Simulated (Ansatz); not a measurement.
## K⁺ ··· SiH$_{4}$

The pair of K⁺ (SMILES [K+], atom 1) and SiH$_{4}$ (SMILES [SiH4], atoms 2–6), both closed shells, in one local arrangement (a lower one may exist), relaxed at PBE0-D4/def2-TZVP:

```
6
angstrom
K 0.2757 -0.0156 -3.6045
Si -0.0586 0.0034 0.7667
H -1.4766 -0.2586 1.0967
H 0.8345 -1.0676 1.2608
H 0.3796 1.3433 1.2157
H 0.0455 -0.0049 -0.7355
```

Computed with Ansatz 0.2.0 (basis: def2-TZVPPD, with def2-QZVPPD for the basis limit); correlated methods freeze the cores. The outer core shell of Li, Na, Mg and K is correlated. The def2 sets are not built for correlating such inner shells, so the correlated values are less sure here. B3LYP uses VWN-RPA correlation. Extrapolation: Hartree–Fock as exp(−7.88 √X), correlation as X^−2.97. Interaction energies count from these two fragments, frozen as in the pair, with the counterpoise correction; negative means bound.

Task: What is the interaction energy by CCSD(T) at an estimated basis limit (MP2 extrapolated from triple and quadruple zeta, plus CCSD(T) − MP2 in triple zeta)? (Judge from chemistry; the value comes from the calculation.)

Result: Computed: -21.2 kJ/mol. Hartree–Fock alone gives -19.1 kJ/mol at the basis limit. It counts from the two fragments frozen as in the pair.

The same quantity by other methods in triple zeta, and each one's difference from that estimate:
| method | E_int (kJ/mol) | difference |
| --- | --- | --- |
| PBE-D4 | -27.9 | -6.7 |
| revPBE-D4 | -31.0 | -9.8 |
| BLYP-D4 | -33.0 | -11.9 |
| r2SCAN-D4 | -21.5 | -0.3 |
| B97M-V | -22.9 | -1.7 |
| PBE0-D4 | -26.6 | -5.4 |
| B3LYP-D4 | -31.2 | -10.0 |
| HSE06-D4 | -26.6 | -5.4 |
| wB97X-V | -21.2 | 0.0 |
| wB97M-V | -21.7 | -0.5 |
| B2PLYP | -20.7 | 0.5 |
| HF | -18.9 | 2.3 |
| MP2 | -20.7 | 0.5 |
| CCSD | -20.3 | 0.9 |
| CCSD(T) | -20.4 | 0.8 |
Differences are method less estimate.

Task: Which atoms make the shortest contact between the fragments?

Result: K1 and H6, 2.88 Å apart.

Energy to bend the free fragments (PBE0-D4 minima) into their shapes in the pair, CCSD(T)/def2-TZVPPD: SiH$_{4}$ 2.5 kJ/mol. This must be added to the interaction energy to get the binding energy from relaxed fragments.

Basis-set superposition shift (counterpoise-corrected less uncorrected): CCSD(T) 1.7; MP2 1.6; HF 0.2; PBE0-D4 0.3; wB97M-V 0.3 kJ/mol.

The T1 diagnostic stays at or below 0.012.

For scale, one of the runs: CCSD(T)/def2-TZVPPD, 152 basis functions, launched by `ansatz run in.yaml --threads 2 --pin off --events-out ev --progress --plain --max-ram 5222MiB`. The run took 9.5 s on 2 CPU threads of an Arm Neoverse V1 (shared host), with 0.94 GiB of host memory at its peak.
